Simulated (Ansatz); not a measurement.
Species: GaH, net charge 0, singlet state. SMILES: [GaH]
Geometry: optimised at B3LYP-D3(BJ)/def2-TZVP (Ansatz, a first-principles code).

Property: vertical ionisation energy (to the doublet state of charge +1; each state is the SCF solution reached for its spin), in eV. Correlated levels leave the core frozen unless marked. UHF or UKS for open shells. Spin-orbit coupling is left out. Frozen are the shells of the preceding noble gas and the d and f shells that filled before the atom's block. Non-relativistic. CBS(X,Y): correlation extrapolated as X^-3; Hartree-Fock from the larger set.

| level | program | vertical ionisation energy (eV) |
|---|---|---|
| SVWN5/def2-TZVPD | Ansatz | 8.54 |
| PBE/def2-TZVPD | Ansatz | 8.37 |
| B3LYP/def2-TZVPD | Ansatz | ? |
| PBE0/def2-TZVPD | Ansatz | 8.33 |
| BHLYP/def2-TZVPD | Ansatz | 8.30 |
| CAM-B3LYP/def2-TZVPD | Ansatz | 8.48 |
| wB97X-V/def2-TZVPD | Ansatz | ? |
| CCSD/aug-cc-pVDZ | Ansatz | 8.23 |
| CCSD/def2-SVPD | Ansatz | 8.23 |
| CCSD/aug-cc-pVTZ | Ansatz | 8.30 |
| CCSD/def2-TZVPPD | Ansatz | ? |
| CCSD/aug-cc-pVQZ | Ansatz | 8.32 |
| CCSD/def2-QZVPPD | Ansatz | 8.32 |
| CCSD(T)/CBS(aug-cc-pVTZ,aug-cc-pVQZ) | Ansatz | ? |

### Question
Some entries are withheld; supply them.

### Answer

- B3LYP/def2-TZVPD, vertical ionisation energy (eV): 8.49
- wB97X-V/def2-TZVPD, vertical ionisation energy (eV): 8.42
- CCSD/def2-TZVPPD, vertical ionisation energy (eV): 8.29
- CCSD(T)/CBS(aug-cc-pVTZ,aug-cc-pVQZ), vertical ionisation energy (eV): 8.36
